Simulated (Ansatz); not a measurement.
Program: Ansatz 0.2.0.

A structure relaxed at PBE0-D4/def2-TZVP, charge 0, multiplicity 1:

```xyz
12

O    -1.530   -0.298    1.850
Si   -0.884    0.543    0.612
O    -1.626    0.105   -0.781
N     0.767    0.096    0.469
Si    1.481   -0.677   -0.861
F     3.055   -0.598   -0.669
F     1.113    0.107   -2.197
H    -2.417   -0.072    2.133
H    -1.031    1.998    0.858
H    -1.419    0.592   -1.580
H     1.378    0.285    1.252
H     1.113   -2.081   -1.086
```

Question: Give its formula and SMILES.

Answer: F2H5NO2Si2, `O[SiH](O)N[SiH](F)F`.

Question: Summarise the bond lengths by kind.

Answer: 2 × O–Si 1.630 to 1.637 Å; 2 × H–O 0.958 to 0.959 Å; 2 × N–Si 1.696 to 1.717 Å; 2 × H–Si 1.468 to 1.483 Å; 1 × H–N 1.011 Å; 2 × F–Si 1.587 to 1.592 Å.
